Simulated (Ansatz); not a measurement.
Species: H2AlFO2, SMILES `[OH][Al]([OH])[F]` (H–O–Al–F torsion 180°, F–Al–O–H torsion 0°) with one electron removed (charge 1, multiplicity 2), formula H$_{2}$AlFO$_{2}$.

### Question
How many basis functions does Ansatz (a quantum-chemistry and plane-wave program) with frozen-core CCSD(T)/cc-pVTZ // PBE0-D3(BJ)/def2-TZVP use, how many core orbitals are frozen, and how many electrons are correlated?

### Answer
152 basis functions and 8 frozen orbitals, which leaves 23 correlated electrons. Core time is of the order of minutes.
